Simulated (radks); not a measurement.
Results of a calculation; reference values are marked as such.
Species: the mercury ion Hg+. Configuration: [Xe] 4f14 5d10 6s1. Level of theory: scalar-relativistic Kohn-Sham, exchange-only LDA, spin-polarised, spherical densities, finite nucleus; open shells are filled with parallel spins first (spin-orbit coupling, left out, can overturn this in heavy ions); Fermi nuclear charge, rms radius 5.4648 fm (a radial shooting solver on a logarithmic mesh with Libxc functionals).

Unscreened Slater integrals over Kohn-Sham orbitals (hartree). They are taken over the spin-up orbitals. Empty in this configuration: 6p.

integral,value
"F0(6s,6s)",0.35689
"F0(6s,5d)",0.42264
"G2(6s,5d)",0.10134
"F0(6s,5p)",0.44544
"G1(6s,5p)",0.030919
"F0(6s,4f)",0.46941
"G3(6s,4f)",0.011523
"F0(6s,6p)",0.29700
"G1(6s,6p)",0.17604
"F0(5d,5d)",0.60964
"F2(5d,5d)",0.31111
"F4(5d,5d)",0.20457
"F0(5d,5p)",0.70455
"F2(5d,5p)",0.34260
"G1(5d,5p)",0.41003
"G3(5d,5p)",0.25296
"F0(5d,4f)",0.79990
"F2(5d,4f)",0.18102
"F4(5d,4f)",0.083308
"G1(5d,4f)",0.055947
"G3(5d,4f)",0.053779
"G5(5d,4f)",0.043341
"F0(5d,6p)",0.32643
"F2(5d,6p)",0.097680
"G1(5d,6p)",0.047004
"G3(5d,6p)",0.036208
"F0(5p,5p)",0.86508
"F2(5p,5p)",0.46502
"F0(5p,4f)",1.0691
"F2(5p,4f)",0.33003
"G2(5p,4f)",0.12140
"G4(5p,4f)",0.10395
"F0(5p,6p)",0.33646
"F2(5p,6p)",0.065013
"G0(5p,6p)",0.010504
"G2(5p,6p)",0.013908
"F0(4f,4f)",1.8927
"F2(4f,4f)",0.94388
"F4(4f,4f)",0.60190
"F6(4f,4f)",0.43591
"F0(4f,6p)",0.34801
"F2(4f,6p)",0.027363
"G2(4f,6p)",0.0059250
"G4(4f,6p)",0.0055003
"F0(6p,6p)",0.26235
"F2(6p,6p)",0.14078
